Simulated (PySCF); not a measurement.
The isolated species Na3F3 ((NaF)3 ring) is ionised with synchrotron light (hν = 2000.0 eV). Calculated photoelectron kinetic energies of its computed core levels, recoil neglected:

| line | kinetic energy (eV) |
| --- | --- |
| 1 | 1311.61 |
| 2 | 922.49 |

Computed, not measured: delta-SCF UKS SCAN, pcX-2 on the ionised atom, pcseg-1 elsewhere, spin-free X2C (PySCF 2.14.0).

Task: Convert to binding energies and name the level and atom behind each line. Bonds: Na1–F2, Na1–F6, F2–Na3, Na3–F4, F4–Na5, Na5–F6.

Result: Against the vacuum level, binding energy = hν − kinetic energy.

| line | binding energy (eV) | level | atoms | environment |
| --- | --- | --- | --- | --- |
| 1 | 688.39 | F 1s | F2/F4/F6 | fluorine bonded to 2 Na |
| 2 | 1077.51 | Na 1s | Na1/Na3/Na5 | sodium bonded to 2 F |

Task: Where does line 1 move with hν = 1253.6 eV?

Result: To 1253.6 − 688.39 = 565.21 eV; every photoline shifts by the change in photon energy, -746.4 eV.

Task: Which effective nuclear charge Zeff reproduces each element's mean 1s value in the hydrogen-like formula E = 13.606 eV × Zeff²?

Result: F (Z = 9): mean 688.4 eV, Zeff = 7.11, Z − Zeff = 1.89; Na (Z = 11): mean 1077.5 eV, Zeff = 8.90, Z − Zeff = 2.10. Means run over the listed sites, weighted by atom count.

Other core shells, valence and Auger electrons aren't listed. Topologically equivalent atoms share the value of their first member; where this conformer doesn't relate them by symmetry, their own values could differ. One conformer (not necessarily the lowest) at the PBE0-D3(BJ)/def2-SVP geometry, without solvent, vibrations or thermal averaging.
